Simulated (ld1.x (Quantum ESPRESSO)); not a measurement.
## What the settings do to the PAW potential of Mn

Base potential:

ld1.x (Quantum ESPRESSO) 7.5 input, shortened:

```
&input
   title='Mn', zed=25., rel=2, dft='PBE', iswitch=3,
   config='[Ar] 3d5.5 4s1.5 4p0', rel_dist='average'
 /
 &inputp
   pseudotype=3, lpaw=.true., tm=.true., lloc=-1, rcloc=1.15,
   nlcc=.true., new_core_ps=.true., rcore=1.20,
   which_augfun='PSQ', rmatch_augfun_nc=.true.
 /
6
3S  1  0   2.00   0.00  1.40  1.70  0.0
4S  2  0   1.50   0.00  1.40  1.70  0.0
3P  2  1   6.00   0.00  1.30  1.60  0.0
4P  3  1   0.00   0.00  1.30  1.60  0.0
3D  3  2   5.50   0.00  1.05  1.40  0.0
3D  3  2   0.00   2.65  1.05  1.40  0.0
 &test
   configts(1)='3s2 3p6 3d5.5 4s1.5 4p0'
 /
```

Open shells are filled in proportion to 2j + 1 (rel_dist='average').

All-electron outer shells of the reference configuration (PBE, scalar-relativistic, ld1.x):

```tsv
shell	level (eV)	outermost node (bohr)	outermost maximum (bohr)
2s	-741.31	0.08	0.23
2p	-627.58	–	0.19
3s	-83.54	0.34	0.74
3p	-52.34	0.31	0.75
3d	-4.89	–	0.77
4s	-4.58	1.06	2.57
4p	-1.13	1.17	3.60
```

Cutoffs, loose and tight: the cutoffs (Ry, on a coarse ladder) from which the occupation-weighted sum of valence levels, in a spherical-Bessel basis at the reference potential, stays within 10 and 1 mRy of its value at 400 Ry. They do not see the model core or the augmentation charge, which bear on the density cutoff. Test errors are all-electron minus pseudo excitation energies from the reference, over the configurations 3s2 3p6 3d5 4s2 4p0; 3s2 3p6 3d5 4s1 4p0; 3s2 3p6 3d5 4s0 4p0; 3s2 3p6 3d4 4s2 4p0; 3s2 3p6 3d6 4s0 4p0; 3s2 3p6 3d5 4s0 4p1; 3s2 3p6 3d6 4s1 4p0. A dash means not determined; rows that change the core or the reference have their own tests. The largest error is taken over the tests solved by every variant that gives reliable tests at all: 3s2 3p6 3d5 4s0 4p0; 3s2 3p6 3d5 4s1 4p0; 3s2 3p6 3d5 4s2 4p0.

Cutoffs are not given where the Bessel-basis levels miss the radial ones by over 6 mRy, ghosts where they miss by over 20 mRy; a channel whose overlap is not positive is not tested.

| change | outcome | bound ghosts | largest test error (meV) |
| --- | --- | --- | --- |
| base | generated | not determined | -22 |
| local potential all-electron potential smoothed inside 0.70 bohr (lloc = -1) | generated | not determined | +34 |
| local potential all-electron potential smoothed inside 0.84 bohr (lloc = -1) | generated | not determined | +20 |
| local potential all-electron potential smoothed inside 1.04 bohr (lloc = -1) | generated | not determined | test run stopped at test 1 of 7 (negative rho) |
| local potential all-electron potential smoothed inside 1.22 bohr (lloc = -1) | generated | not determined | -11 |
| local potential all-electron potential smoothed inside 1.44 bohr (lloc = -1) | generated | not determined | +0.1 |
| local potential all-electron potential smoothed inside 1.64 bohr (lloc = -1) | generated | not determined | test run stopped at test 1 of 7 (negative rho) |
| local potential all-electron potential smoothed inside 1.72 bohr (lloc = -1) | generated | not determined | +14 |
| local potential all-electron potential smoothed inside 1.98 bohr (lloc = -1) | generated | not determined | test run stopped at test 1 of 7 (negative rho) |
